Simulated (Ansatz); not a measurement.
Molecule: PtO (charge 0, triplet). The spin state was set by rule; other spins were not relaxed. 
Coordinates optimised at B3LYP-D3(BJ)/def2-TZVP (Ansatz, an electronic-structure program):
SMILES: [O]=[Pt]
```xyz
2

Pt     0.0000     0.0000    -0.1616
O      0.0000     0.0000     1.5753
```
Charge 0, spin multiplicity 3.

Property: vertical electron affinity (to the doublet state of charge -1; a negative value means that the extra electron is unbound and the number depends on the basis; each state is the SCF solution reached for its spin; the UHF <S^2> is 1.00 for the doublet (pure: 0.75) and 2.11 for the triplet (pure: 2.00); for the doublet the Hartree-Fock reference is unstable and T1 is 0.082; for the triplet the Hartree-Fock reference is unstable and T1 is 0.056), in eV. Cores are frozen in the correlated levels unless marked. UHF or UKS for open shells. Spin-orbit coupling is left out. Frozen are the shells of the preceding noble gas and the d and f shells that filled before the atom's block. Past Kr the def2 sets carry scalar-relativistic core potentials. Anions need diffuse functions: def2-D sets add few. 

| level | program | vertical electron affinity (eV) |
|---|---|---|
| SVWN5/def2-TZVPD | Ansatz | 2.12 |
| PBE/def2-TZVPD | Ansatz | 1.86 |
| r2SCAN/def2-TZVPD | Ansatz | 1.79 |
| B3LYP/def2-TZVPD | Ansatz | 1.94 |
| PBE0/def2-TZVPD | Ansatz | 1.80 |
| BHLYP/def2-TZVPD | Ansatz | 1.72 |
| CAM-B3LYP/def2-TZVPD | Ansatz | 1.92 |
| wB97M-V/def2-TZVPD | Ansatz | 1.83 |
| wB97X-V/def2-TZVPD | Ansatz | 1.79 |
| wB97X/def2-TZVPD | Ansatz | 1.85 |
| CCSD/def2-SVPD | Ansatz | 1.55 |
| CCSD/def2-TZVPPD | Ansatz | 1.63 |
| CCSD/def2-QZVPPD | Ansatz | 1.74 |
| CCSD(T)/def2-SVPD | Ansatz | 1.62 |
| CCSD(T)/def2-TZVPPD | Ansatz | 1.70 |
| CCSD(T)/def2-QZVPPD | Ansatz | 1.82 |
